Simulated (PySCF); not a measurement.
Species: CH₆NPSi.
Atom-mapped SMILES: `[H]/[N:1]=[CH:2]\[SiH2:3][PH2:4]` (hydrogens: H5 on N1; H6 on C2; H7, H8 on Si3; H9, H10 on P4)

Computed with PBE0-D3(BJ)/def2-SVP geometry optimisation, gas phase (PySCF 2.14.0).

Problem. Give the optimised bond lengths and angles.

Solution. 
```csv
bond,length (pm),order
N1=C2,127.3,double
C2–Si3,190.0,single
Si3–P4,226.7,single
N1–H5,102.9,single
C2–H6,110.8,single
"Si3–H7, Si3–H8",149.5,single
"P4–H9, P4–H10",143.0,single
```

Bonds in one row agree within 1 pm and their mean is given. Orders are formal, as drawn. A selection of angles:
```csv
angle,degrees
C2–N1–H5,110.8
N1–C2–Si3,126.6
N1–C2–H6,116.2
Si3–C2–H6,117.1
C2–Si3–P4,112.2
C2–Si3–H7,110.7
C2–Si3–H8,107.7
P4–Si3–H7,107.3
P4–Si3–H8,108.7
H7–Si3–H8,110.2
Si3–P4–H9,93.0
H9–P4–H10,93.7
```

Torsions: N1–C2–Si3–P4 107° (anticlinal); H5–N1–C2–Si3 2° (synperiplanar). The mirror-image conformer, all signs reversed, is as good.

Si3 (SiH2 silicon) is tetrahedral (angles from 107.3° to 112.2°). P4 (three-coordinate phosphorus) is pyramidal (angles 93.7°, 93.4° and 93.0°, sum 280.1°, 0.87 Å off the plane of its three neighbours).

Point group: C1 (no symmetry element, even within 0.4 Å). Not checked by PBE0-D3(BJ)/def2-SVP frequencies. One conformer, not necessarily the lowest (N1–C2–Si3–P4 107°, C2–Si3–P4–H 52° and -42°).

On an Arm Neoverse N1 with one thread (shared host), this took 30 s wall and 0.39 GiB of memory at its peak. These figures are those of the optimisation.
